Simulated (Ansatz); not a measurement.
Geometry optimisation, UKS PBE/def2-mTZVP in Ansatz.

Input:

```yaml
crystal:
  periodic: [false, false, false]
  atoms:
    - { symbol: Ga, position_ang: [0.0, 0.0, 0.0] }
    - { symbol: Cl, position_ang: [0.0, 0.0, 2.49] }
    - { symbol: H, position_ang: [1.3596, 0.0, -0.785] }
    - { symbol: "N", position_ang: [-1.6714, 0.0, -0.965] }
    - { symbol: H, position_ang: [-2.3403, -0.8164, -0.8664] }
    - { symbol: H, position_ang: [-1.9204, 0.8164, -1.5936] }
    - { symbol: F, position_ang: [0.0, 0.0, 4.29] }
magnetization:
  spin_polarized: true
  initial_magnetization: 1
basis:
  gaussian: { orbitals: def2-mTZVP }
hamiltonian:
  xc: pbe
relax:
  f_tol: 0.15
  max_steps: 25
  restrain:
    - { distance: [1, 6], at: 1.5, k: 30.0 }
    - { distance: [0, 1], at: 3.44, k: 30.0 }
```

Run as:

```bash
$ ansatz run input.yaml --threads 4 --pin off --max-ram 5120MiB --backend cpu --events-out ev --progress --plain --runs-dir out
```

Task: Where does it end, and by what steps?

Result: It converged. The restraints hold the end off the free minimum; the threshold counts their pulls, which the force column leaves out. Restrained pairs: Cl2–F7 (1.80 → 1.62 Å), Ga1–Cl2 (2.49 → 3.43 Å). After 6 steps the energy has risen by 0.749 eV (the restraints' own energy left out); H5 moved furthest, 0.66 Å.

| step | energy less start (eV) | largest force component (eV/Å) | accepted |
| --- | --- | --- | --- |
| 0 | 0.0000 | 3.242 | yes |
| 1 | 0.6303 | 4.519 | yes |
| 2 | 1.3337 | 6.323 | yes |
| 3 | 0.8995 | 3.958 | yes |
| 4 | 0.7818 | 3.399 | yes |
| 5 | 0.7590 | 3.774 | yes |
| 6 | 0.7490 | 3.872 | yes |

```xyz
7
Properties=species:S:1:pos:R:3
Ga -0.007 -0.087 -0.325
Cl 0.034 -0.229 3.099
H 1.336 0.335 -1.081
N -1.647 -0.144 -1.170
H -2.501 -0.227 -0.621
H -1.817 0.371 -2.037
F 0.029 -0.019 4.705
```

Time of the run: 12 s on 4 threads of Arm Neoverse V2, with other jobs on the host, peak memory 0.18 GiB.
